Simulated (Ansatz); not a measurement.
The same redistribution along the group F, Cl, Br.

Program: Ansatz. Geometries: PBE0-D4/def2-TZVP. ΔE: electronic, gas phase. CCSD(T)/CBS adds triple-zeta CCSD(T) − MP2 to the extrapolated MP2 energy (def2 sets, frozen cores). DFT in def2-TZVPP. def2 core potentials past Kr. For Br, Mg, Sn outer-core shells are correlated without core-valence functions, which leaves a few kJ/mol of doubt a bond. Scalar relativity is left out up to krypton. Each species was taken in one conformer, which may not be the lowest.

| reaction | ωB97M-V (kJ/mol) | CCSD(T)/CBS(def2) (kJ/mol) |
| --- | --- | --- |
| `[OH][Sn][F]` + `C[O][Mg][O][SiH3]` → `[OH][Sn][O][SiH3]` + `C[O][Mg][F]` | -12 | -9 |
| `[OH][Sn][Cl]` + `C[O][Mg][O][SiH3]` → `[OH][Sn][O][SiH3]` + `C[O][Mg][Cl]` | -11 | -5 |
| `[OH][Sn][Br]` + `C[O][Mg][O][SiH3]` → `[OH][Sn][O][SiH3]` + `C[O][Mg][Br]` | -8 | -1 |

Largest T1 diagnostic: 0.018, for `[OH][Sn][F]`.
